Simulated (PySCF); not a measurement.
Gas-phase reaction: 4 CH2CHF = CH2FCF3 + C6H6 + 4 H

Energies from PySCF (xtb for GFN2), thermal terms from the rigid-rotor harmonic-oscillator model, ideal gas at 1 bar. † marks an energy on the PBE0/def2-TZVP geometry and frequencies; other levels use their own. MP2 freezes the core. 6-31G* has spherical d functions here. Open shells (unrestricted): H (multiplicity 2); the rest are closed-shell singlets. GFN2 has no spin-polarisation term. B3LYP is the form with VWN-RPA correlation. MP2 isn't extrapolated to the basis-set limit; its ΔH°(298 K) is 449.5 kJ in def2-SVP and 512.9 kJ in def2-TZVPP. The harmonic model lacks anharmonicity and excited electronic states, which grow with temperature; levels with a mode under 35 cm⁻¹ are left out. Internal rotation in CH2FCF3 is treated as a harmonic vibration of one conformer, which makes the entropy rough.

```json
[
 {"level": "B3LYP/6-31G*", "ΔE electronic, kJ": "675", "ΔH°(298 K), kJ": "605", "ΔS°(298 K), J/K": "35", "ΔG°(2000 K), kJ": "433"},
 {"level": "B3LYP/def2-TZVP†", "ΔE electronic, kJ": "725", "ΔH°(298 K), kJ": "656", "ΔS°(298 K), J/K": "34", "ΔG°(2000 K), kJ": "485"},
 {"level": "BLYP/def2-TZVP†", "ΔE electronic, kJ": "745", "ΔH°(298 K), kJ": "676", "ΔS°(298 K), J/K": "34", "ΔG°(2000 K), kJ": "505"},
 {"level": "GFN2-xTB", "ΔE electronic, kJ": "850", "ΔH°(298 K), kJ": "780", "ΔS°(298 K), J/K": "41", "ΔG°(2000 K), kJ": "592"},
 {"level": "HF/6-31G*", "ΔE electronic, kJ": "454", "ΔH°(298 K), kJ": "377", "ΔS°(298 K), J/K": "33", "ΔG°(2000 K), kJ": "206"},
 {"level": "M06-2X/def2-TZVP†", "ΔE electronic, kJ": "662", "ΔH°(298 K), kJ": "593", "ΔS°(298 K), J/K": "34", "ΔG°(2000 K), kJ": "422"},
 {"level": "MP2/def2-SVP†", "ΔE electronic, kJ": "519", "ΔH°(298 K), kJ": "450", "ΔS°(298 K), J/K": "34", "ΔG°(2000 K), kJ": "278"},
 {"level": "PBE/def2-SVP", "ΔE electronic, kJ": "605", "ΔH°(298 K), kJ": "540", "ΔS°(298 K), J/K": "34", "ΔG°(2000 K), kJ": "372"},
 {"level": "PBE0/def2-SVP†", "ΔE electronic, kJ": "583", "ΔH°(298 K), kJ": "514", "ΔS°(298 K), J/K": "34", "ΔG°(2000 K), kJ": "343"},
 {"level": "LDA/def2-TZVP†", "ΔE electronic, kJ": "664", "ΔH°(298 K), kJ": "595", "ΔS°(298 K), J/K": "34", "ΔG°(2000 K), kJ": "424"},
 {"level": "ωB97X-V/def2-TZVP†", "ΔE electronic, kJ": "657", "ΔH°(298 K), kJ": "588", "ΔS°(298 K), J/K": "34", "ΔG°(2000 K), kJ": "416"}
]
```
ΔH° is lowest at HF/6-31G* and highest at GFN2-xTB. No reference value is set beside these.
